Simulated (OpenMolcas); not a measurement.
# Kr3+: CASPT2 settings compared

* Program: OpenMolcas 26.06
* Basis: ANO-RCC-VTZP [6s5p3d1f]
* Scalar Hamiltonian: DKH3, point nucleus
* Active space: 3 electrons in 3 orbitals (4p)
* State averaging: 2S+1 = 4 odd, 1 root; 2S+1 = 2 odd, 8 roots kept (CI in the orbitals of an earlier block)
* Spin-orbit coupling: state interaction with AMFI integrals over the reference wave functions, term energies averaged over their components

Methods on the same reference wave functions:
A. CASSCF
B. SS-CASPT2, IPEA 0.5 Eh, real shift 0.4 Eh (closed shells correlated: 4s)
C. SS-CASPT2, IPEA 0.2 Eh, sigma2 regulariser 0.3 Eh (closed shells correlated: 3s 3p 3d 4s)
D. XMS-CASPT2, IPEA 0.75 Eh, no level shift (closed shells correlated: 4s)

Energies in eV above 4s2 4p3 4S* 3/2, the measured ground level; measured values from Saloman, J. Phys. Chem. Ref. Data 36, 215 (2007).

```csv
Level,A,B,C,D,Measured
4s2 4p3 4S* 3/2,0.0000,0.0000,0.0000,0.0000,0.0000
4s2 4p3 2D* 3/2,2.7382,2.285,2.287,2.117,2.1124
4s2 4p3 2D* 5/2,2.8908,2.452,2.455,2.290,2.3185
4s2 4p3 2P* 1/2,4.7806,4.124,4.118,3.870,3.8505
4s2 4p3 2P* 3/2,4.9892,4.356,4.351,4.113,4.1418
```

Deviations, from unrounded energies. A percentage is the sum of absolute deviations over the sum of measured energies, with the sign that they share, or ± where signs differ.

| Against measurement | Levels | A | B | C | D |
| --- | --- | --- | --- | --- | --- |
| mean absolute deviation (cm-1) | 4 | 6000 | 1600 | 1600 | 160 |
| other terms of the ground configuration (%) | 4 | +24.0 | +6.4 | +6.3 | ±0.6 |

D lies closest to measurement on these levels and A furthest from it. The largest miss of D in the table is 4s2 4p3 2P* 3/2, by -230 cm-1. The ranking rests on the paired levels alone, and a cruder setting can come out closer through cancelling errors.

Among B to D the level of the table that moves most is 4s2 4p3 2P* 1/2, by 2100 cm-1 (lowest in D, highest in B). Moves below CASPT2's spread within the term are not significant.

The mean deviations of B to D differ by less than CASPT2's widest spread within a term (3000 cm-1), so their order carries little weight.

From A to B the spin-free energies of the other terms of 4s2 4p3 shown, above 4S*, scale by factors of 0.84 to 0.86.

The lowest spin-free term lies below A's lowest term by 0.077 hartree in B, 0.182 hartree in C, 0.073 hartree in D.

CASPT2 breaks the degeneracy within a term, and the mean is taken; among the terms shown or strongly mixed into the levels shown the widest spread is 3000 cm-1 (4s2 4p3 2D*, D). Terms from blocks run as CI alone lack orbitals of their own. With the s shell closed, the reference lacks s² → p² mixing. Measured partners are found by configuration, term and J. A level has none where our copy of the source lacks it or the pairing is in doubt (some pairs that miss far off the trend of their configuration count as doubtful), and it then counts in no deviation. Only configurations of the active space appear.

* marks odd parity.
